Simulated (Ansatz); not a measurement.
Reaction (cleavage of the Si–B bond): `ClC[SiH2]B(Cl)Cl` + H₂Se → `ClC[SiH2][SeH]` + `ClBCl`

Program: Ansatz. Geometries: PBE0-D4/def2-TZVP. ΔE: electronic, gas phase. CBS: MP2 limit from def2 TZ/QZ plus the TZ coupled-cluster correction, frozen cores. This one scheme is used for every species. Functionals use def2-TZVPP. B3LYP here is the variant with VWN-RPA as its local correlation; programs differ in this. For Se outer-core shells are correlated without core-valence functions, which leaves a few kJ/mol of doubt a bond. Scalar relativity is left out up to krypton. Each species was taken in one conformer, which may not be the lowest.

**Question.** Is it downhill or uphill in electronic energy at CCSD(T)/CBS, and by how much? (An estimate is asked.)

**Answer.** The calculation gave: Downhill: ΔE = -80.8 kJ/mol.

**Question.** What do these levels give: PBE0-D4, PBE, r2SCAN, B3LYP, CCSD/def2-TZVPP, CCSD/CBS(def2)? (Estimate.)

**Answer.** Computed: PBE0-D4 -76.4, PBE -76.3, r2SCAN -80.6, B3LYP -82.9, CCSD/def2-TZVPP -79.8, CCSD/CBS(def2) -82.8 kJ/mol.

Largest T1 diagnostic among the species: 0.012.

In def2-TZVPP, CCSD(T) changes the Hartree–Fock value by +15.7 kJ/mol (the triples alone add +2.0 kJ/mol) and MP2 by +7.6 kJ/mol. From PBE to PBE0 (25 % exact exchange), in def2-TZVPP and without D4, ΔE moves by −4.3 kJ/mol.
